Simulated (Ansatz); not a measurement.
Calculated with Ansatz (gas phase, PBE0-D4/def2-TZVP geometries, no zero-point term in ΔE). CBS: MP2 limit from def2 TZ/QZ plus the TZ coupled-cluster correction, frozen cores. This one scheme is used for every species. Functionals use def2-TZVPP. B3LYP here is the variant with VWN-RPA as its local correlation; programs differ in this. One conformer a species, not always the lowest.

Consider the ligand exchange at the Si–C bond: `CB(C)C[SiH3]` + HCl → `[SiH3]Cl` + `CB(C)C`.

```csv
level,ΔE (kJ/mol),difference from CCSD(T)/CBS
r2SCAN-D4,-80.7,-2.0
B97M-V,-81.9,-3.2
PBE0-D4,-76.9,1.8
BHLYP-D4,-84.6,-5.9
revPBE,-84.3,-5.6
B3LYP,-89.4,-10.7
RPA@PBE/def2-TZVPP,-72.4,6.3
CCSD(T)/def2-SVP,-71.9,6.8
SCS-MP2/def2-TZVPP,-80.7,-2.0
MP2/CBS(def2),-81.3,-2.6
CCSD(T)/CBS,-78.7,0
```

Largest T1 diagnostic among the species: 0.010.

In def2-TZVPP, CCSD(T) changes the Hartree–Fock value by +25.2 kJ/mol (the triples alone add +3.0 kJ/mol) and MP2 by +22.7 kJ/mol. The D4 term adds +9.3 kJ/mol with B3LYP and +5.5 kJ/mol with PBE0; it sums over pairs of atoms, weighted by their polarisabilities, and B3LYP, whose exchange is more repulsive, gets the larger term.
